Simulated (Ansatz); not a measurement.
A geometry relaxed with B3LYP-D3(BJ)/def2-TZVP (Ansatz, an electronic-structure program), charge 0, multiplicity 1:

```xyz
14

Si     2.9323    -0.1875    -0.7170
H      3.9224    -1.2210    -0.3329
H     -1.0300     0.8860    -1.9647
H      3.2993     1.1043    -0.0914
H      2.9350    -0.0298    -2.1925
H     -3.2731    -1.1409     0.1088
H     -2.7012     0.2207     2.0194
Si     0.7803    -0.7975    -0.0193
Si    -0.8593     0.8080    -0.4901
H      0.3915    -2.1022    -0.6103
H     -0.3859     2.1288    -0.0047
Si    -2.8761     0.2186     0.5487
H     -3.9526     1.1729     0.1865
Cl     0.8175    -1.0604     2.0549
```

Task: Write the SMILES of this molecule.

Result: `[SiH3][SiH2][Si@@H]([SiH3])Cl`
